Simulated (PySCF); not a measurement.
A structure optimised at B3LYP-D3(BJ)/def2-SVP, used in a PySCF frequency run:

```
C
N 1 1.3656
H 2 1.0126 1 129.80
N 2 1.3573 3 119.25 1 180.00
N 4 1.2848 2 109.05 3 180.00
C 5 1.3797 4 108.82 2 0.00
C 1 1.4039 2 135.00 3 0.00
C 7 1.3898 1 116.35 2 180.00
H 7 1.0914 8 121.51 1 180.00
H 8 1.0925 7 119.10 9 0.00
C 6 1.4054 5 131.04 4 180.00
C 11 1.3880 6 117.43 5 180.00
H 11 1.0911 12 122.17 8 180.00
H 12 1.0921 11 119.71 13 0.00
```
Charge 0, spin multiplicity 1.

Q: Write its SMILES, formula and point group.

A: c1ccc2[nH]nnc2c1, C6H5N3, Cs

Q: What are its rotational constants (standard atomic weights)?

A: 4.0047, 1.6684, 1.1777 GHz
